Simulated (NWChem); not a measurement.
All runs are NWChem calculations. System: disilazane (H$_{7}$NSi$_{2}$), charge 0, spin multiplicity 1, at a geometry optimised with PBE/def2-SVP. Level: PBE/def2-TZVP.

Input file:

```
start mol
memory heap 200 mb stack 900 mb global 1100 mb
geometry units angstroms nocenter noautoz
  Si    -0.113619    -0.071621    -1.584454
  N      0.528758     0.323110     0.000000
  Si    -0.113619    -0.071621     1.584454
  H      1.006726    -0.445513    -2.519984
  H     -1.049368    -1.233891    -1.411037
  H     -0.874277     1.059351    -2.234737
  H      1.313866     0.983717     0.000000
  H     -0.874277     1.059351     2.234737
  H      1.006726    -0.445513     2.519984
  H     -1.049368    -1.233891     1.411037
  symmetry group Cs
end
basis spherical
  * library def2-tzvp
end
dft
  xc xpbe96 cpbe96
  semidirect memsize 60000000 filesize 0
  iterations 100
end
task dft energy
```

NWChem printed:

```
             Northwest Computational Chemistry Package (NWChem) 7.3.0
             --------------------------------------------------------

                                NWChem Input Module
                                -------------------

 Scaling coordinates for geometry "geometry" by  1.889725989
 (inverse scale =  0.529177249)

 Turning off AUTOSYM since
 SYMMETRY directive was detected!

                             Geometry "geometry" -> ""
                             -------------------------

 Output coordinates in angstroms (scale by  1.889725989 to convert to a.u.)

  No.       Tag          Charge          X              Y              Z
 ---- ---------------- ---------- -------------- -------------- --------------
    1 Si                  14.0000    -0.11361900    -0.07162100    -1.58445400
    2 N                    7.0000     0.52875800     0.32311000     0.00000000
    3 Si                  14.0000    -0.11361900    -0.07162100     1.58445400
    4 H                    1.0000     1.00672600    -0.44551300    -2.51998400
    5 H                    1.0000    -1.04936800    -1.23389100    -1.41103700
    6 H                    1.0000    -0.87427700     1.05935100    -2.23473700
    7 H                    1.0000     1.31386600     0.98371700     0.00000000
    8 H                    1.0000    -0.87427700     1.05935100     2.23473700
    9 H                    1.0000     1.00672600    -0.44551300     2.51998400
   10 H                    1.0000    -1.04936800    -1.23389100     1.41103700

 Effective nuclear repulsion energy (a.u.)     154.4162924762

            Nuclear Dipole moment (a.u.)
            ----------------------------
        X                 Y               Z
 ---------------- ---------------- ----------------
     0.0000037795    -0.0000132281     0.0000000000

      Symmetry information
      --------------------

 Group name             Cs
 Group number              2
 Group order               2
 No. of unique centers     6

      Symmetry unique atoms

     1    2    4    5    6    7


 Summary of "ao basis" -> "" (spherical)
[...]
              MO Center=  2.7D-01,  3.2D-01, -1.1D-14, r^2= 3.2D+00
   Bfn.  Coefficient  Atom+Function         Bfn.  Coefficient  Atom+Function
  ----- ------------  ---------------      ----- ------------  ---------------
    44      0.282663   2 N  py               47      0.247290   2 N  py
    43     -0.219981   2 N  px               50      0.202988   2 N  py
    46     -0.193378   2 N  px               49     -0.175342   2 N  px
   120     -0.141570   6 H  s               132     -0.141570   8 H  s
   119     -0.122187   6 H  s               131     -0.122187   8 H  s

 Vector   22  Occ=0.000000D+00  E=-3.606503D-02  Symmetry=a'
              MO Center=  1.5D-01,  2.0D-01,  8.0D-14, r^2= 6.9D+00
   Bfn.  Coefficient  Atom+Function         Bfn.  Coefficient  Atom+Function
  ----- ------------  ---------------      ----- ------------  ---------------
    42      1.274193   2 N  s                20     -0.514687   1 Si pz
    88      0.514687   3 Si pz              126     -0.394501   7 H  s
    18     -0.298304   1 Si px               86     -0.298304   3 Si px
    19     -0.295468   1 Si py               87     -0.295468   3 Si py
   114     -0.228792   5 H  s               144     -0.228792  10 H  s

 Vector   23  Occ=0.000000D+00  E= 9.431200D-03  Symmetry=a'
              MO Center= -3.4D-01,  1.2D-01,  7.1D-13, r^2= 6.5D+00
   Bfn.  Coefficient  Atom+Function         Bfn.  Coefficient  Atom+Function
  ----- ------------  ---------------      ----- ------------  ---------------
   108      0.970952   4 H  s               138      0.970952   9 H  s
    18     -0.766568   1 Si px               86     -0.766568   3 Si px
     5     -0.567437   1 Si s                73     -0.567437   3 Si s
   126      0.414135   7 H  s                20      0.342047   1 Si pz
    88     -0.342047   3 Si pz              114     -0.333313   5 H  s

 Vector   24  Occ=0.000000D+00  E= 1.948537D-02  Symmetry=a"
              MO Center=  1.5D-01,  2.4D-01,  5.0D-13, r^2= 7.8D+00
   Bfn.  Coefficient  Atom+Function         Bfn.  Coefficient  Atom+Function
  ----- ------------  ---------------      ----- ------------  ---------------
   114      0.889623   5 H  s               144     -0.889623  10 H  s
    19      0.862519   1 Si py               87     -0.862519   3 Si py
    18      0.611378   1 Si px               86     -0.611378   3 Si px
    51      0.372138   2 N  pz              120     -0.191447   6 H  s
   132      0.191447   8 H  s                20      0.186314   1 Si pz

 center of mass
 --------------
 x =   0.01282789 y =   0.00634717 z =   0.00000000

 moments of inertia (a.u.)
 ------------------
         627.812996444924         -14.239788289073           0.000000000000
         -14.239788289073         641.106168611807           0.000000000000
           0.000000000000           0.000000000000          73.674341204856

     Multipole analysis of the density
     ---------------------------------

     L   x y z        total         alpha         beta         nuclear
     -   - - -        -----         -----         ----         -------
     0   0 0 0     -0.000000    -21.000000    -21.000000     42.000000

     1   1 0 0      0.276807      0.138402      0.138402      0.000004
     1   0 1 0      0.238675      0.119344      0.119344     -0.000013
     1   0 0 1      0.000000      0.000000      0.000000      0.000000

     2   2 0 0    -26.898847    -30.952746    -30.952746     35.006644
     2   1 1 0      1.607865     -3.760801     -3.760801      9.129467
     2   1 0 1     -0.000000     -0.000000     -0.000000      0.000000
     2   0 2 0    -27.372594    -27.128701    -27.128701     26.884809
     2   0 1 1     -0.000000     -0.000000     -0.000000      0.000000
     2   0 0 2    -28.439683   -187.353313   -187.353313    346.266943

 Task  times  cpu:       11.5s     wall:       11.5s

 Total times  cpu:       11.5s     wall:       11.5s
```
